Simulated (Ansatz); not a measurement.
CH₅SSb⁺, that is SbH2(SMe) with one electron fewer. Charge 1, multiplicity 2. Geometry PBE-D4/def2-TZVP, that of the neutral singlet; atoms count from 1.

```xyz
8

Sb   -0.297    0.324    1.777
H     1.221    0.596    2.562
H    -0.747    1.961    2.094
S     0.519    0.797   -0.479
C    -0.090   -0.700   -1.337
H     0.378   -1.612   -0.947
H     0.199   -0.580   -2.389
H    -1.182   -0.785   -1.280
```

In the def2 sets Sb takes a core potential; there is no spin–orbit coupling.

Problem. Estimate the Mulliken populations from the PBE0/def2-TZVP orbitals of Ansatz.

Solution. 
```tsv
atom	charge (e)	spin (α − β)
Sb1	0.30	-0.04
H2	0.10	0.07
H3	0.09	0.03
S4	0.23	0.92
C5	-0.37	-0.03
H6	0.22	0.03
H7	0.21	0.00
H8	0.22	0.03
```
Mulliken values and Mayer orders depend strongly on the basis.

Problem. Where does the spin sit?

Solution. Summed by element: Sb -0.04, H 0.16, S 0.92, C -0.03, of 1 unpaired in all. Largest on single atoms: S4 0.92, H2 0.07, Sb1 -0.04.

Problem. And the Mayer bond orders between bonded heavy atoms (over 0.3)?

Solution. Sb1–S4 0.92 (2.45 Å); S4–C5 1.01 (1.83 Å).
